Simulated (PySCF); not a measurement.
C₆H₇F₃Si.
Numbering: `[CH:1]#[C:2][Si@@H:3]1[CH2:4][CH2:5][C@H:6]1[C:7]([F:8])([F:9])[F:10]` (hydrogens: H11 on C1; H12 on Si3; H13, H14 on C4; H15, H16 on C5; H17 on C6)

The same species was optimised twice, with GFN2-xTB and with PBE0-D3(BJ)/def2-SVP (PySCF), and the same property calculations (PySCF, gas phase) were run on both structures.

```json
{"coordinate": "Si3–C4 (Å)", "GFN2-xTB": "1.914", "PBE0-D3(BJ)/def2-SVP": "1.889", "change": "-0.025"}
{"coordinate": "Si3–C6 (Å)", "GFN2-xTB": "1.930", "PBE0-D3(BJ)/def2-SVP": "1.914", "change": "-0.016"}
{"coordinate": "C2–Si3 (Å)", "GFN2-xTB": "1.846", "PBE0-D3(BJ)/def2-SVP": "1.831", "change": "-0.015"}
{"coordinate": "C1≡C2 (Å)", "GFN2-xTB": "1.203", "PBE0-D3(BJ)/def2-SVP": "1.217", "change": "+0.014"}
{"coordinate": "C7–F9 (Å)", "GFN2-xTB": "1.349", "PBE0-D3(BJ)/def2-SVP": "1.337", "change": "-0.012"}
{"coordinate": "C5–C6 (Å)", "GFN2-xTB": "1.543", "PBE0-D3(BJ)/def2-SVP": "1.555", "change": "+0.012"}
{"coordinate": "C7–F8 (Å)", "GFN2-xTB": "1.349", "PBE0-D3(BJ)/def2-SVP": "1.339", "change": "-0.010"}
{"coordinate": "C4–C5 (Å)", "GFN2-xTB": "1.544", "PBE0-D3(BJ)/def2-SVP": "1.552", "change": "+0.008"}
{"coordinate": "C6–C7 (Å)", "GFN2-xTB": "1.492", "PBE0-D3(BJ)/def2-SVP": "1.497", "change": "+0.005"}
{"coordinate": "C7–F10 (Å)", "GFN2-xTB": "1.348", "PBE0-D3(BJ)/def2-SVP": "1.348", "change": "0.000"}
{"coordinate": "Si3–C6–C5 (°)", "GFN2-xTB": "91.0", "PBE0-D3(BJ)/def2-SVP": "86.6", "change": "-4.4"}
{"coordinate": "Si3–C4–C5 (°)", "GFN2-xTB": "91.6", "PBE0-D3(BJ)/def2-SVP": "87.6", "change": "-4.0"}
{"coordinate": "C4–Si3–C6 (°)", "GFN2-xTB": "76.2", "PBE0-D3(BJ)/def2-SVP": "78.9", "change": "+2.7"}
{"coordinate": "Si3–C6–C7 (°)", "GFN2-xTB": "112.1", "PBE0-D3(BJ)/def2-SVP": "114.8", "change": "+2.7"}
{"coordinate": "C4–C5–C6 (°)", "GFN2-xTB": "100.3", "PBE0-D3(BJ)/def2-SVP": "102.0", "change": "+1.7"}
{"coordinate": "C5–C6–C7 (°)", "GFN2-xTB": "112.1", "PBE0-D3(BJ)/def2-SVP": "113.7", "change": "+1.6"}
{"coordinate": "F9–C7–F10 (°)", "GFN2-xTB": "105.7", "PBE0-D3(BJ)/def2-SVP": "107.1", "change": "+1.4"}
{"coordinate": "C2–Si3–C4 (°)", "GFN2-xTB": "115.4", "PBE0-D3(BJ)/def2-SVP": "114.0", "change": "-1.4"}
{"coordinate": "C5–C6–C7–F8 (°)", "GFN2-xTB": "-66", "PBE0-D3(BJ)/def2-SVP": "-63", "change": "+3"}
```

Rotational constants: A = 2009, B = 740.4, C = 653.8 MHz (GFN2-xTB) against A = 2115, B = 721.9, C = 654.3 MHz (PBE0-D3(BJ)/def2-SVP). Point groups within 0.08 Å: C1 and C1.

On the GFN2-xTB structure: HOMO (eV) -8.22 [PBE0/pcSseg-1]; LUMO (eV) -0.72 [PBE0/pcSseg-1]; dipole (D) 3.03 [PBE0/pcSseg-1]; GIAO shielding of C1 (ppm) 78.9 [PBE0/pcSseg-1]; GIAO shielding of C2 (ppm) 99.4 [PBE0/pcSseg-1]; GIAO shielding of Si3 (ppm) 383.7 [PBE0/pcSseg-1]; GIAO shielding of C4 (ppm) 172.0 [PBE0/pcSseg-1]; GIAO shielding of C5 (ppm) 165.4 [PBE0/pcSseg-1]; GIAO shielding of C6 (ppm) 148.5 [PBE0/pcSseg-1]; GIAO shielding of C7 (ppm) 47.8 [PBE0/pcSseg-1]; GIAO shielding of F8/F9/F10 (mean) (ppm) 252.3 [PBE0/pcSseg-1].

Problem. What do these properties become on the PBE0-D3(BJ)/def2-SVP structure?

Solution. 
| property | level | on GFN2-xTB | on PBE0-D3(BJ)/def2-SVP | change |
| --- | --- | --- | --- | --- |
| HOMO (eV) | PBE0/pcSseg-1 | -8.22 | -8.17 | +0.05 |
| LUMO (eV) | PBE0/pcSseg-1 | -0.72 | -0.62 | +0.10 |
| dipole (D) | PBE0/pcSseg-1 | 3.03 | 2.82 | -0.21 |
| energy, GFN2-xTB geometry as zero (kcal/mol) | PBE0/pcSseg-1 | 0.0 | -2.5 | -2.5 |
| GIAO shielding of C1 (ppm) | PBE0/pcSseg-1 | 78.9 | 76.2 | -2.7 |
| GIAO shielding of C2 (ppm) | PBE0/pcSseg-1 | 99.4 | 98.2 | -1.2 |
| GIAO shielding of Si3 (ppm) | PBE0/pcSseg-1 | 383.7 | 382.4 | -1.3 |
| GIAO shielding of C4 (ppm) | PBE0/pcSseg-1 | 172.0 | 170.9 | -1.1 |
| GIAO shielding of C5 (ppm) | PBE0/pcSseg-1 | 165.4 | 160.6 | -4.8 |
| GIAO shielding of C6 (ppm) | PBE0/pcSseg-1 | 148.5 | 148.6 | +0.1 |
| GIAO shielding of C7 (ppm) | PBE0/pcSseg-1 | 47.8 | 50.1 | +2.3 |
| GIAO shielding of F8/F9/F10 (mean) (ppm) | PBE0/pcSseg-1 | 252.3 | 255.8 | +3.5 |

The heavy atoms differ by 0.117 Å rms after alignment. Among bonds between heavy atoms Si3–C4 changes most (-0.025 Å). Changes are differences of the printed values. Neither structure is proved a minimum here.

Shape of the structure used: `[CH:1]#[C:2][Si@@H:3]1[CH2:4][CH2:5][C@H:6]1[C:7]([F:8])([F:9])[F:10]`: C5–C6–C7–F8 -63°.
